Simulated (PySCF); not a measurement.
AsBFH5.
Z-matrix (Å and degrees, PBE0-D3(BJ)/def2-SVP geometry), rows numbered from 1:
```
F 
B   1  1.3624
As  2  2.2499  1  107.53
H   2  1.2222  1  116.96  3   106.47
H   2  1.2221  1  116.88  3  -106.21
H   3  1.5136  2  123.04  1   -62.74
H   3  1.5138  2  123.15  1    64.91
H   3  1.5101  2  112.16  1  -178.88
```

Computed, not measured: core-valence-separated Tamm–Dancoff BHandHLYP/aug-pcX-1 (pcseg-1 on H, def2-SVPD on As) in PySCF, non-relativistic, gas phase, PBE0-D3(BJ)/def2-SVP geometry. The energies are unshifted.

(1) List the boron K-edge absorption lines.

(2) What does the F 1s absorption edge look like?

Results:

(1) 
```tsv
E (eV)	f	core hole on	main final orbital
188.83	0.0800	B2	spread
190.97	0.0088	B2	LUMO+1 (65 %)
191.37	0.0060	B2	LUMO+3 (92 %)
191.45	0.0027	B2	LUMO+2 (40 %)
192.22	0.0087	B2	LUMO+5 (54 %)
192.26	0.0138	B2	LUMO+4 (87 %)
192.43	0.0077	B2	LUMO+2 (36 %)
```

The first line with a tenth or more of the strongest one's intensity is at 188.83 eV (f = 0.080), with the hole on B2 (four-coordinate boron). It is also the strongest listed.

(2) 
```json
{"E (eV)": "684.91", "f": "0.0027", "core hole on": "F1", "main final orbital": "LUMO+1 (62 %)"}
{"E (eV)": "685.07", "f": "0.0087", "core hole on": "F1", "main final orbital": "LUMO (38 %)"}
{"E (eV)": "686.15", "f": "0.0048", "core hole on": "F1", "main final orbital": "LUMO+2 (33 %)"}
{"E (eV)": "686.30", "f": "0.0000", "core hole on": "F1", "main final orbital": "LUMO+3 (94 %)"}
{"E (eV)": "686.46", "f": "0.0008", "core hole on": "F1", "main final orbital": "LUMO+5 (65 %)"}
{"E (eV)": "686.78", "f": "0.0014", "core hole on": "F1", "main final orbital": "LUMO+4 (95 %)"}
{"E (eV)": "687.05", "f": "0.0014", "core hole on": "F1", "main final orbital": "LUMO+6 (55 %)"}
```

The first line with a tenth or more of the strongest one's intensity is at 684.91 eV (f = 0.003), with the hole on F1 (boron-bound fluorine). The strongest listed is at 685.07 eV (f = 0.009; F1).

Roots within 0.03 eV whose holes lie on the same, on equivalent or on shared atoms are summed into one line, and the highest roots are left out, as the search may have cut off their partners. Final orbitals are the ground state's empty Kohn–Sham orbitals.

Q: What are the wavelength and the wavenumber of the 188.83 eV line?

A: λ = 12398.42 eV Å/188.83 eV = 65.659 Å; 1.5230 × 10⁶ cm⁻¹.

The ionisation thresholds weren't computed; near and above them a finite basis only mimics Rydberg series and continuum. Relativistic effects, spin–orbit coupling among them, are left out although an element past zinc is present.
